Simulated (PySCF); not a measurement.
**Working out the excitation energy of Be⁺**

Be⁺ [He] 2s1 (2S) → Be⁺ [He] 2p1 (2P). All numbers are calculated (PySCF 2.14, scalar relativity by spin-free X2C-1e, in x2c-QZVPPall with one added diffuse shell each of s, p type (8s5p2d1f, 40 functions)). Frozen: nothing. Energies in hartree (1 hartree = 27.21139 eV):

```
             part  Be⁺ (lower)  Be⁺ (upper)
              UHF   -14.279905   -14.133247
MP2 opposite-spin    -0.019821    -0.020101
    MP2 same-spin    -0.000591    -0.001203
```

Task: What does Hartree-Fock give?

Result: (-14.133247) − (-14.279905) = 0.146658 hartree = 3.991 eV.

Task: What do MP2 and SCS-MP2 (6/5 opposite-spin, 1/3 same-spin) give?

Result: The opposite-spin parts differ by -0.008 eV and the same-spin parts by -0.017 eV. MP2: 3.991 + (-0.008) + (-0.017) = 3.966 eV. SCS-MP2: 3.991 + 1.2 × (-0.008) + (-0.017)/3 = 3.976 eV.

Measured between the centres of the two terms (NIST): 3.959 eV, so MP2 (valence and next inner shell) is off by 0.007 eV.

What remains against the reference includes basis incompleteness and correlation beyond second order.
